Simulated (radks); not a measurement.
The numbers below are computed, except where a source is named.
Al II, 12 electrons, occupied as [Ne] 3s2.

Code: a radial shooting solver on a logarithmic mesh with Libxc functionals. Model: Dirac Kohn-Sham, PBE, spin-unpolarised, spherical densities, finite nucleus; Fermi nuclear charge, rms radius 3.061 fm.

Energy parts (Ry):
part                       energy
total                  -484.94610
kinetic                 486.03928
electron-nucleus      -1152.96057
Hartree                 218.47022
exchange-correlation    -36.49503

Orbitals (lengths in bohr, moments of r in powers of bohr; r(max) is where P^2 peaks; r(90%) holds 90 % of the orbital's charge):
orbital	occ.	eigenvalue (Ry)	r(90%)	<r^2>	<r>	r(max)	small-component weight
1s1/2	2	-111.6836	0.215	0.01946	0.1202	0.07835	2.11e-03
2s1/2	2	-8.56215	0.990	0.4696	0.6257	0.4965	2.87e-04
2p1/2	2	-5.75330	1.02	0.4601	0.6015	0.4274	2.65e-04
2p3/2	4	-5.72082	1.02	0.4634	0.6037	0.4290	2.63e-04
3s1/2	2	-1.08852	3.59	6.518	2.377	2.015	3.37e-05

The highest occupied level is 3s1/2 at -14.810 eV. Summed over all electrons, <r^2> = 16.79 bohr^2, which gives a Langevin (diamagnetic) susceptibility term of -13.3 x 10^-6 cm^3/mol. The electron density at the nucleus is 1504 e/bohr^3.
